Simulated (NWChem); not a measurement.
Molecule: C$_{4}$H$_{4}$OS; SMILES Oc1cccs1

```xyz
10

O     -0.1586    -2.1578     0.0000
C     -0.2258    -0.8166     0.0000
C     -1.3765    -0.0744     0.0000
C     -1.1082     1.3254     0.0000
C      0.2239     1.6278     0.0000
S      1.1899     0.1938     0.0000
H      0.7580    -2.4520     0.0000
H     -2.3670    -0.5285     0.0000
H     -1.8875     2.0892     0.0000
H      0.7059     2.6037     0.0000
```
Atoms are numbered in this order, from 1.

Computed with NWChem. Pople sets run with spherical d functions. The geometry was optimised at PBE0/def2-SVP. Static field.

Taking PBE0/aug-cc-pVDZ as the yardstick, which of these has the fewest basis functions while keeping “isotropic polarisability (bohr³)” within 10 % of it: PBE0/6-31+G*; PBE0/def2-SVP; PBE0/def2-SVPD; PBE0/6-31G*?

PBE0/6-31+G*.
```csv
level,basis functions,isotropic polarisability (bohr³),relative time (rough)
PBE0/6-31G*,96,54.2,1
PBE0/def2-SVP,108,54.9,1
PBE0/6-31+G*,120,64.0,3
PBE0/def2-SVPD,162,67.3,3
PBE0/aug-cc-pVDZ,178,68.9,5
```

The yardstick is one finite set, not the basis-set limit.
